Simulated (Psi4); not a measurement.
C$_{2}$H$_{6}$Cl$_{2}$Si, charge +1, doublet, at a GFN2-xTB geometry (a state made from the parent by changing its charge; the spin is typed, not shown lowest); HF/cc-pVDZ in Psi4.

The Psi4 input:
```
memory 2 GB

molecule mol {
1 2
  C     1.283261   -1.618523   -0.182693
  Si   -0.012446   -0.164703    0.028780
  C    -1.500518   -1.256528    0.685078
  Cl    0.592757    1.105828    1.440244
  Cl   -0.461648    0.629193   -1.743421
  H     0.915584   -2.347456   -0.897582
  H     2.200611   -1.169917   -0.553674
  H     1.468960   -2.097307    0.773277
  H    -2.332876   -0.580396    0.859523
  H    -1.778363   -1.997143   -0.057813
  H    -1.224987   -1.746994    1.613045
}

set basis cc-pvdz
set reference uhf
set scf_type pk
set puream true
set d_convergence 1e-8

energy('scf')
print_variables()
```

Problem. Predict the main parts of the log of this Psi4 run.

Solution. 
```
   => Loading Basis Set <=

    Name: CC-PVDZ
    Role: ORBITAL
    Keyword: BASIS

         ---------------------------------------------------------
                                   SCF
               by Justin Turney, Rob Parrish, Andy Simmonett
                          and Daniel G. A. Smith
                              UHF Reference
         ---------------------------------------------------------

  ==> Geometry <==

    Molecular point group: c1
    Full point group: C1

    Geometry (in Angstrom), charge = 1, multiplicity = 2:

       Center              X                  Y                   Z               Mass
    ------------   -----------------  -----------------  -----------------  -----------------
         C            1.276442560359    -1.708754850586    -0.166925849088    12.000000000000
         SI          -0.019264439641    -0.254934850586     0.044547150912    27.976926534650
         C           -1.507336439641    -1.346759850586     0.700845150912    12.000000000000
         CL           0.585938560359     1.015596149414     1.456011150912    34.968852682000
         CL          -0.468466439641     0.538961149414    -1.727653849088    34.968852682000
         H            0.908765560359    -2.437687850586    -0.881814849088     1.007825032230
         H            2.193792560359    -1.260148850586    -0.537906849088     1.007825032230
         H            1.462141560359    -2.187538850586     0.789044150912     1.007825032230
         H           -2.339694439641    -0.670627850586     0.875290150912     1.007825032230
         H           -1.785181439641    -2.087374850586    -0.042045849088     1.007825032230
         H           -1.231805439641    -1.837225850586     1.628812150912     1.007825032230

  Running in c1 symmetry.

  Rotational constants: A =      0.08590  B =      0.06123  C =      0.05131 [cm^-1]
  Rotational constants: A =   2575.35854  B =   1835.73218  C =   1538.15377 [MHz]
  Nuclear repulsion =  363.601220377740447

  Charge       = 1
  Multiplicity = 2
  Electrons    = 65
  Nalpha       = 33
  Nbeta        = 32

  ==> Algorithm <==

  SCF Algorithm Type is PK.
  DIIS enabled.
  MOM disabled.
  Fractional occupation disabled.
  Guess Type is SAD.
  Energy threshold   = 1.00e-06
  Density threshold  = 1.00e-08
  Integral threshold = 1.00e-12

  ==> Primary Basis <==

  Basis Set: CC-PVDZ
    Blend: CC-PVDZ
    Number of shells: 54
    Number of basis functions: 112
    Number of Cartesian functions: 117
    Spherical Harmonics?: true
    Max angular momentum: 2

  ==> Integral Setup <==

  Using in-core PK algorithm.
   Calculation information:
      Number of atoms:                  11
      Number of AO shells:              54
      Number of primitives:            224
      Number of atomic orbitals:       117
      Number of basis functions:       112

      Integral cutoff                 1.00e-12
      Number of threads:                 1

  Performing in-core PK
  Using 40049912 doubles for integral storage.
  We computed 1047236 shell quartets total.
  Whereas there are 1103355 unique shell quartets.

  ==> DiskJK: Disk-Based J/K Matrices <==

    J tasked:                  Yes
    K tasked:                  Yes
    wK tasked:                  No
    Schwarz Cutoff:          1E-12

  Minimum eigenvalue in the overlap matrix is 5.3470475427E-03.
  Reciprocal condition number of the overlap matrix is 1.0017595599E-03.
    Using symmetric orthogonalization.

  ==> Pre-Iterations <==

  SCF Guess: Superposition of Atomic Densities via on-the-fly atomic UHF (no occupation information).

   -------------------------
    Irrep   Nso     Nmo
   -------------------------
     A        112     112
   -------------------------
    Total     112     112
   -------------------------

  ==> Iterations <==

                        Total Energy        Delta E     RMS |[F,P]|

   @UHF iter SAD: -1286.80092263670053   -1.28680e+03   0.00000e+00
   @UHF iter   1: -1286.81718591619688   -1.62633e-02   3.30431e-03 ADIIS/DIIS
   @UHF iter   2: -1286.91397832172788   -9.67924e-02   1.35429e-03 ADIIS/DIIS
   @UHF iter   3: -1286.93078513122782   -1.68068e-02   4.31614e-04 ADIIS/DIIS
   @UHF iter   4: -1286.93540074043722   -4.61561e-03   1.64535e-04 ADIIS/DIIS
   @UHF iter   5: -1286.93640347833548   -1.00274e-03   1.05446e-04 ADIIS/DIIS
   @UHF iter   6: -1286.93683896954508   -4.35491e-04   4.26909e-05 DIIS
   @UHF iter   7: -1286.93691951869710   -8.05492e-05   1.53116e-05 DIIS
   @UHF iter   8: -1286.93692801495399   -8.49626e-06   5.82583e-06 DIIS
   @UHF iter   9: -1286.93692916306281   -1.14811e-06   2.18607e-06 DIIS
   @UHF iter  10: -1286.93692934809087   -1.85028e-07   8.16614e-07 DIIS
   @UHF iter  11: -1286.93692937846731   -3.03764e-08   2.71060e-07 DIIS
   @UHF iter  12: -1286.93692938156232   -3.09501e-09   9.46303e-08 DIIS
   @UHF iter  13: -1286.93692938186177   -2.99451e-10   3.21395e-08 DIIS
   @UHF iter  14: -1286.93692938188747   -2.56932e-11   1.12729e-08 DIIS
   @UHF iter  15: -1286.93692938189179   -4.32010e-12   3.99795e-09 DIIS
  Energy and wave function converged.

  ==> Post-Iterations <==

   @Spin Contamination Metric:   3.669431285E-02
   @S^2 Expected:                7.500000000E-01
   @S^2 Observed:                7.866943128E-01
   @S   Expected:                5.000000000E-01
   @S   Observed:                5.000000000E-01

    Orbital Energies [Eh]
    ---------------------

    Alpha Occupied:

[...]
    Alpha Virtual:

[...]
     112A      2.619720

    Beta Occupied:

[...]
    Beta Virtual:

[...]
    Final Occupation by Irrep:
              A
    DOCC [    32 ]
    SOCC [     1 ]
    NA   [    33 ]
    NB   [    32 ]

  @UHF Final Energy: -1286.93692938189179

   => Energetics <=

    Nuclear Repulsion Energy =            363.6012203777404466
    One-Electron Energy =               -2487.9296488802765452
    Two-Electron Energy =                 837.3914991206443119
    Total Energy =                      -1286.9369293818917868

  UHF NO Occupations:
  HONO-2 :   31  A 1.9990478
  HONO-1 :   32  A 1.9845304
  HONO-0 :   33  A 1.0000000
  LUNO+0 :   34  A 0.0154696
  LUNO+1 :   35  A 0.0009522
  LUNO+2 :   36  A 0.0005130
  LUNO+3 :   37  A 0.0005076

Computation Completed

Properties will be evaluated at   0.000000,   0.000000,   0.000000 [a0]

Properties computed using the SCF density matrix

 Multipole Moments:

 ------------------------------------------------------------------------------------
     Multipole            Electronic (a.u.)      Nuclear  (a.u.)        Total (a.u.)
 ------------------------------------------------------------------------------------

 L = 1.  Multiply by 2.5417464519 to convert [e a0] to [Debye]
 Dipole X            :          0.6922840           -0.8504165           -0.1581324
 Dipole Y            :          9.1611852          -11.2538976           -2.0927124
 Dipole Z            :         -1.6008260            1.9665037            0.3656778
 Magnitude           :                                                    2.1302984

 ------------------------------------------------------------------------------------

  Variable Map:
  ----------------------------------------------------------------------------
[...]
  Array Variable Map:
  ----------------------------------------------------------------------------
[...]
[...]
```
